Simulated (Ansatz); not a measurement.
The cluster Hg2S2. The state is a singlet with charge 0. Geometry r2SCAN-D4/def2-SVP.

Cartesian coordinates in Å:
```
Hg -0.5944 0.4671 1.2292
Hg 0.5944 -0.4671 -1.2292
S -1.8421 0.1242 -0.9380
S 1.8421 -0.1242 0.9380
```

In the def2 sets Hg takes a core potential; there is no spin–orbit coupling. The structure comes from a short search, and lower isomers may exist.

Question: Estimate the orbital energies around the gap (eV) in Ansatz with LDA (SPW92)/def2-TZVP, r2SCAN-D4/def2-TZVP, r2SCAN-D4/def2-TZVPD, r2SCANh-D4/def2-TZVP, PBE0-D4/def2-TZVP.

Answer: 
```tsv
orbital	LDA (SPW92)/def2-TZVP	r2SCAN-D4/def2-TZVP	r2SCAN-D4/def2-TZVPD	r2SCANh-D4/def2-TZVP	PBE0-D4/def2-TZVP
HOMO−9	-11.67	-11.98	-11.99	-12.71	-13.47
HOMO−8	-11.65	-11.95	-11.96	-12.66	-13.39
HOMO−7	-11.51	-11.87	-11.88	-12.60	-13.34
HOMO−6	-11.42	-11.77	-11.78	-12.49	-13.22
HOMO−5	-9.56	-9.48	-9.49	-9.89	-10.34
HOMO−4	-8.56	-8.48	-8.49	-8.84	-9.18
HOMO−3	-7.11	-7.05	-7.06	-7.35	-7.66
HOMO−2	-6.38	-6.38	-6.39	-6.79	-7.26
HOMO−1	-6.24	-6.17	-6.19	-6.49	-6.85
HOMO	-5.84	-5.84	-5.86	-6.25	-6.70
LUMO	-4.97	-4.64	-4.65	-4.38	-3.99
LUMO+1	-4.35	-4.01	-4.03	-3.72	-3.28
LUMO+2	-1.59	-1.07	-1.10	-0.85	-0.68
LUMO+3	-1.10	-0.59	-0.60	-0.38	-0.27
LUMO+4	-0.68	-0.03	-0.11	0.22	0.34
LUMO+5	-0.20	0.49	0.26	0.67	0.63
```
